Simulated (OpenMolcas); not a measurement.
# Fe5+, Ru5+, Os5+: d3 down the group

```yaml
Program: OpenMolcas 26.06
Method: CASSCF
Basis: ANO-R2
Scalar_Hamiltonian: X2C, finite nucleus
Spin-orbit_coupling: state interaction with AMFI integrals over the reference wave functions, term energies averaged over their components
```

Active space for each ion: 3 electrons in 10 orbitals (d d).

Computed levels in cm-1 above 4F 3/2:

```tsv
Level	Fe5+	Ru5+	Os5+
4F 5/2	515	1389	6114
4F 7/2	1212	3110	11416
4F 9/2	2071	5025	15277
4P 1/2	22807	16382	19286
4P 3/2	23004	16361	16954
2G 7/2	23363	18147	24774
4P 5/2	23650	18577	27130
2G 9/2	24070	19149	39166
2P 1/2	30859	23680	32550
weight of 4F in the lowest level (%)	100	99	86
```

Mixed levels, with the weight of the term that names them: Ru5+ 2G 9/2 (75 %), Os5+ 4F 9/2 (65 %), Os5+ 4P 3/2 (51 %), Os5+ 2G 9/2 (57 %).

Measured, with the error of the calculation in %. Measured levels: Fe5+ from Corliss and Sugar, J. Phys. Chem. Ref. Data 11, 135 (1982); Os5+ from the list in Brasseur, Palmeri and Quinet, Atoms 13, 11 (2025).

```tsv
Level	Fe5+	Os5+
4F 5/2	511 (+0.7)	6397 (-4.4)
4F 7/2	1188 (+2.0)	11444 (-0.2)
4F 9/2	2001 (+3.5)	14678 (+4.1)
4P 1/2	18738 (+21.7)	16772 (+15.0)
4P 3/2	18942 (+21.4)	
2G 7/2	20616 (+13.3)	22920 (+8.1)
4P 5/2	19611 (+20.6)	24828 (+9.3)
2G 9/2	21315 (+12.9)	37019 (+5.8)
2P 1/2	26496 (+16.5)	28860 (+12.8)
```

The fine-structure level 4F 9/2 changes by a factor of 7.38 from Fe5+ to Os5+.

Without spin-orbit coupling 4P lies 22151, 14824, 13546 cm-1 above 4F in that order; the difference to the level 4P 1/2, of either sign, comes from spin-orbit coupling, which also lowers the zero.

Without dynamic correlation excited terms often stand tens of per cent too high (terms of higher spin than the ground term too low), and those without a measured partner can miss by more than the paired ones. Active for correlation alone: 4d; no level in the range computed is led by a configuration that fills it, so any true level of that kind is missing (holds for Fe5+). Active for correlation alone: 5d; no level in the range computed is led by a configuration that fills it, so any true level of that kind is missing (holds for Ru5+). Active for correlation alone: 6d; no level in the range computed is led by a configuration that fills it, so any true level of that kind is missing (holds for Os5+). Measured partners are found by configuration, term and J. A level has none where our copy of the source lacks it or the pairing is in doubt (some pairs that miss far off the trend of their configuration count as doubtful), and it then counts in no deviation. Levels of configurations outside the active space are missing.
